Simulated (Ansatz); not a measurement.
B₂Sb⁺ (the lowest singlet isomer of a short search). The state is a singlet with charge 1. Geometry PBE-D4/def2-TZVP, basis def2-TZVP, Ansatz.

Cartesian coordinates in Å:
```
B -0.4730 0.6116 -0.6681
B 0.8709 -0.0906 -0.5267
Sb -0.3979 -0.5209 1.1948
```

```csv
run,HOMO (eV),LUMO (eV)
A,-12.46,-11.02
B,-13.45,-10.12
C,-15.36,-7.99
D,-13.05,-10.51
E,-12.51,-11.10
F,-14.53,-8.96
```

In the def2 sets Sb takes a core potential; there is no spin–orbit coupling. HSE06 is defined as in plane-wave codes, on full-range PBE exchange. The structure comes from a short search, and lower isomers may exist.

Q: The runs used CAM-B3LYP, HSE06, PBE, PBE0, revPBE, ωB97M-V. Estimate which is which.

A: A revPBE (0 % exact exchange); B PBE0 (25 % exact exchange); C ωB97M-V (range-separated); D HSE06 (range-separated); E PBE (0 % exact exchange); F CAM-B3LYP (range-separated). Exact exchange lowers occupied and raises empty levels; among semilocal functionals meta-GGAs tend to open the gap a little, and such runs are hard to tell apart. The gap grows from 1.40 eV (PBE) to 7.37 eV (ωB97M-V).
